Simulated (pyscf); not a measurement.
Elimination: H₃Si–Se–Sb(Cl)–Cl → H₃Si–Cl + Cl–Sb=Se

Gas phase, singlet surface, charge 0. Bonds broken: Cl1–Sb2, Se4–Si5. Bonds formed: Cl1–Si5. Structures and frequencies: ωB97X-D3(BJ)/def2-SVP in PySCF.

Transition state (Å):

```xyz
8

Cl    -1.1968     1.6521     0.9586
Sb    -0.0655     1.7913    -1.3335
Cl     2.0291     1.3218    -0.3281
Se    -0.9846    -0.3932    -1.6543
Si    -1.2323    -0.6767     1.0202
H      0.1720    -1.1368     1.0502
H     -2.2936    -1.6067     0.5565
H     -1.6380    -0.4346     2.4426
```

One imaginary mode, 254i cm⁻¹; descent along it reached the two sides named, in the forms told below.

| bond | change | reactant side (Å) | saddle | product side |
|---|---|---|---|---|
| Cl1–Sb2 | breaks | 2.365 | 2.560 | 3.1 |
| Se4–Si5 | breaks | 2.291 | 2.7 | 3.7 |
| Cl1–Si5 | forms | 3.4 | 2.330 | 2.107 |

Electronic energies relative to the reactant's lowest minimum found (kcal/mol):

| level | barrier | reaction energy | reverse barrier |
|---|---|---|---|
| ωB97X-D3(BJ)/def2-TZVP | 34.1 | +31.4 | 2.8 |
| PBE/def2-TZVP | 28.2 | +17.9 | 10.3 |
| r²SCAN/def2-TZVP | 30.9 | +20.8 | 10.1 |
| B3LYP-D3(BJ)/def2-TZVP | 31.9 | +21.8 | 10.0 |
| PBE0-D3(BJ)/def2-TZVP | 31.3 | +24.7 | 6.7 |
| M06-2X/def2-TZVP | 33.1 | +24.0 | 9.0 |
| ωB97M-D3(BJ)/def2-TZVP | 33.0 | +22.4 | 10.6 |
| HF/def2-TZVP | 41.6 | +15.0 | 26.6 |

With ωB97M-D3(BJ)/def2-TZVP energies and thermal terms (ideal gas, 1 atm, RRHO with modes under 100 cm⁻¹ raised to 100, one conformer, R ln 2 for chiral ones without a mode under 150 cm⁻¹), in kcal/mol:

| T (K) | ΔH‡ | ΔG‡ | ΔH | ΔG |
|---|---|---|---|---|
| 298 | 32.5 | 33.4 | +21.4 | +10.1 |
| 600 | 31.8 | 34.6 | +20.1 | -0.9 |
| 900 | 31.2 | 36.2 | +18.9 | -11.2 |
| 1200 | 30.6 | 37.9 | +17.7 | -21.0 |

On the product side the descent ends in a complex, 7.6 kcal/mol under the separated species and 10.4 kcal/mol under the saddle at ωB97X-D3(BJ)/def2-TZVP. This is the saddle that the search found; another between the same sides may lie lower. Elements up to Kr have no core potential and no relativistic terms here. Elements past Kr carry the def2 core potentials, without spin-orbit coupling.
